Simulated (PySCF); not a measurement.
**C₆ coefficients of unlike pairs at wB97X**

Calculated with PySCF 2.14 from the dipole response of each species, C₆(A,B) = (3/π) ∫ α_A(iu) α_B(iu) du, in atomic units, from isotropic polarisabilities. For ions this is the dispersion term alone; charge-induced terms of lower order in 1/R come first.

| species | configuration | basis | relativity | α (bohr³) | C₆ (like pair) |
| --- | --- | --- | --- | --- | --- |
| Fe⁺ | [Ar] 3d6 4s1 (6D) | aug-cc-pVTZ-DK (8s7p5d3f2g) | spin-free X2C | 28.08 | 141.4 |
| Sn³⁺ | [Kr] 4d10 5s1 (2S) | aug-cc-pVTZ-PP with one added diffuse shell each of d, f type with ECP28MDF (6s5p5d3f) | core potential | 9.295 | 31.17 |
| N²⁺ | [He] 2s2 2p1 (2P) | aug-cc-pwCVTZ (7s6p4d2f) | none | 2.642 | 3.788 |
| Cl²⁺ | [Ne] 3s2 3p3 (4S) | aug-cc-pwCVTZ (8s7p5d3f) | none | 5.779 | 20.45 |

Task: Estimate C₆ for Cl²⁺ with Fe⁺.

Result: The integral gives 47.99. The combination rule 2 C_A C_B / (C_A α_B/α_A + C_B α_A/α_B) gives 45.03 and the geometric mean 53.78.

No spin-orbit coupling is included.

The other pairs:

```csv
pair,C₆
"Cl²⁺, N²⁺",8.789
"Sn³⁺, Fe⁺",63.73
"Cl²⁺, Sn³⁺",24.78
"N²⁺, Fe⁺",21.02
"N²⁺, Sn³⁺",10.74
```
